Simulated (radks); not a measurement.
Results of a calculation; reference values are marked as such.
Isoelectronic series with 13 electrons, each ion in its NIST ground configuration. Code: a radial shooting solver on a logarithmic mesh with Libxc functionals. Model: scalar-relativistic Kohn-Sham, PBE, spin-polarised, spherical densities, point nucleus; open shells are filled with parallel spins first (spin-orbit coupling, left out, can overturn this in heavy ions). Total energies (hartree) and orbital eigenvalues (eV) (* marks an orbital that is empty in some or all of the ions):

| ion | configuration | E (hartree) | 3p down* | 3p up | 3s down | 3s up | 2p down |
|---|---|---|---|---|---|---|---|
| Al | [Ne] 3s2 3p1 | -242.69177 | -2.2234 | -3.0102 | -7.2816 | -8.0459 | -69.5220 |
| Ar5+ | [Ne] 3s2 3p1 | -521.21619 | -80.7767 | -82.9186 | -97.2841 | -99.4900 | -319.7536 |
| V10+ | [Ne] 3s2 3p1 | -910.47523 | -239.1557 | -242.4827 | -267.3970 | -270.8115 | -745.4854 |
| Ni15+ | [Ne] 3s2 3p1 | -1411.73503 | -474.8188 | -479.3040 | -515.8334 | -520.4121 | -1344.458 |
| As20+ | [Ne] 3s2 3p1 | -2026.86827 | -787.8131 | -793.4514 | -843.3866 | -849.1186 | -2117.537 |
| Sr25+ | [Ne] 3s2 3p1 | -2758.25798 | -1178.717 | -1185.512 | -1251.557 | -1258.444 | -3066.388 |
| Tc30+ | [Ne] 3s2 3p1 | -3608.82348 | -1648.389 | -1656.347 | -1742.358 | -1750.408 | -4193.200 |
| Cd35+ | [Ne] 3s2 3p1 | -4582.07595 | -2197.907 | -2207.037 | -2318.310 | -2327.537 | -5500.615 |
| I40+ | [Ne] 3s2 3p1 | -5682.19632 | -2828.550 | -2838.866 | -2982.490 | -2992.910 | -6991.712 |
| Ce45+ | [Ne] 3s2 3p1 | -6914.1380 | -3541.799 | -3553.315 | -3738.607 | -3750.241 | -8670.008 |
